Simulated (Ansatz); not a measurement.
Geometry optimisation, Ansatz, RKS B3LYP-D4/def2-SVP.

input.yaml

```yaml
crystal:
  periodic: [false, false, false]
  atoms:
    - { symbol: B, position_ang: [0.0, 0.0, 0.0] }
    - { symbol: F, position_ang: [0.0, 0.0, 1.67] }
    - { symbol: H, position_ang: [1.0305, 0.0, -0.595] }
    - { symbol: Cl, position_ang: [-1.6108, 0.0, -0.93] }
    - { symbol: Cl, position_ang: [-0.2766, -2.0311, 0.6811] }
    - { symbol: H, position_ang: [-0.1441, -1.0582, 1.6505] }
basis:
  gaussian: { orbitals: def2-SVP }
hamiltonian:
  xc: b3lyp
  dispersion: d4
relax:
  f_tol: 0.15
  max_steps: 25
  restrain:
    - { distance: [0, 4], at: 1.86, k: 30.0 }
    - { distance: [5, 1], at: 0.92, k: 30.0 }
    - { distance: [0, 1], at: 2.52, k: 30.0 }
    - { distance: [5, 4], at: 2.57, k: 30.0 }
output:
  orbitals: {}
```

Launched with:

```bash
$ ansatz run input.yaml --threads 1 --pin off --max-ram 2048MiB --backend cpu --events-out ev --progress --plain --runs-dir out
```

Where does it end, and by what steps?

The forces met the threshold. The restraints hold the end off the free minimum; the threshold counts their pulls, which the force column leaves out. Restrained pairs: B1–Cl5 (2.16 → 1.83 Å), F2–H6 (1.07 → 0.93 Å), B1–F2 (1.67 → 2.52 Å), Cl5–H6 (1.38 → 2.57 Å). After 8 steps the energy has fallen by 2.004 eV (the restraints' own energy left out); B1 moved furthest, 0.67 Å.

```json
{"step": "0", "energy less start (eV)": "0.0000", "largest force component (eV/Å)": "5.699", "accepted": "yes"}
{"step": "1", "energy less start (eV)": "-0.8247", "largest force component (eV/Å)": "3.295", "accepted": "yes"}
{"step": "2", "energy less start (eV)": "-1.3009", "largest force component (eV/Å)": "3.304", "accepted": "yes"}
{"step": "3", "energy less start (eV)": "-1.7669", "largest force component (eV/Å)": "1.928", "accepted": "yes"}
{"step": "4", "energy less start (eV)": "-1.8269", "largest force component (eV/Å)": "2.340", "accepted": "yes"}
{"step": "5", "energy less start (eV)": "-1.8330", "largest force component (eV/Å)": "1.854", "accepted": "yes"}
{"step": "6", "energy less start (eV)": "-1.9701", "largest force component (eV/Å)": "1.613", "accepted": "yes"}
{"step": "7", "energy less start (eV)": "-1.9803", "largest force component (eV/Å)": "0.909", "accepted": "yes"}
{"step": "8", "energy less start (eV)": "-2.0045", "largest force component (eV/Å)": "0.931", "accepted": "yes"}
```

```xyz
6
Properties=species:S:1:pos:R:3
B -0.098 -0.519 -0.415
F -0.068 0.178 2.007
H 0.964 -0.002 -0.577
Cl -1.583 0.238 -0.900
Cl -0.134 -2.258 0.151
H -0.082 -0.726 2.211
```

Time of the run: 15 s on 1 thread of Intel(R) Xeon(R) 6975P-C (Granite Rapids) (shared host), peak memory 0.16 GiB.
